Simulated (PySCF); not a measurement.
Compound: C4H7FOSi3.
Atom-mapped SMILES: `[CH:1]#[C:2][Si@@:3]1([F:4])[CH:5]=[C:6]([O:7][SiH3:8])[SiH2:9]1`

Definitions: NICS(0) = −σiso at the ring centroid; NICS(1) = −σiso and NICS(1)zz = −σzz at ±1 Å along the ring normal z. Level: GIAO PBE0/pcSseg-1 (PySCF, non-relativistic, gas phase) on the GFN2-xTB geometry, one conformer.

Ring bond lengths (Å), with Mayer bond orders in brackets: Si3–C5 1.888 (0.88), C5–C6 1.346 (1.73), C6–Si9 1.918 (0.88), Si9–Si3 2.327 (0.91).

Task: What do the NICS probes read (ppm)?

Result: 
```csv
ring,type,NICS(0),"NICS(1), two faces","NICS(1)zz, two faces",rms pucker (Å),"centre to ring atoms, mean (Å)"
Si3–C5–C6–Si9,"4-membered ring with 2 Si; formal bonds 1 double, 3 single",-3.4,-3.2 / -4.6,3.0 / 0.8,0.00,1.31
```

Task: What do they say, and how far can they be read as aromaticity?

Result: 
- Si3–C5–C6–Si9: mean NICS(1)zz 1.9 ppm, near zero. Si3, Si9 have four or more neighbours, and the NICS criterion for π rings isn't applied.

Task: At the first NICS(1) probe listed for ring Si3–C5–C6–Si9, 1 Å off the ring, how large is the induced field along the normal in 1 T applied along it?

Result: NICSzz × B0 = 3.0 ppm × 1 T = 3 μT, along the applied field.

Task: Give the inner angles of the rings and the Hirshfeld charges of the ring atoms.

Result: 
- Si3–C5–C6–Si9: Si3 76.6° (+0.371 e), C5 103.5° (-0.176 e), C6 106.3° (+0.006 e), Si9 73.6° (+0.249 e); sum 360.0° against 360° for a flat convex ring.

Task: What are the shieldings of the ring atoms and their hydrogens in the same run (means over atoms taken as equivalent)?

Result: 
```
   atoms                    environment  σ isotropic (ppm)  principal values of the symmetric part, first atom (ppm)
     Si3         fluorine-bound silicon              366.9                                       296.7, 352.6, 451.4
      C5               alkene CH carbon               44.3                                        -33.3, 37.9, 128.3
      C6  vinylic carbon bearing oxygen               -2.3                                         -113.1, 7.3, 99.1
     Si9                   SiH2 silicon              389.8                                       330.1, 375.3, 464.0
 H on C5               vinylic hydrogen              25.69                                          24.1, 25.2, 27.8
H on Si9                  Si–H hydrogen              26.88                                          24.1, 25.2, 31.4
H on Si9                  Si–H hydrogen              26.83                                          23.9, 25.1, 31.5
```

Time: 72 s wall; peak memory 0.93 GiB. Hardware: one thread, Arm Neoverse N1 (aarch64), no GPU, shared host. This is the whole shielding run at PBE0/pcSseg-1, SCF included.

Shape of the structure used: `[CH:1]#[C:2][Si@@:3]1([F:4])[CH:5]=[C:6]([O:7][SiH3:8])[SiH2:9]1`: C5–C6–O7–Si8 -3°.
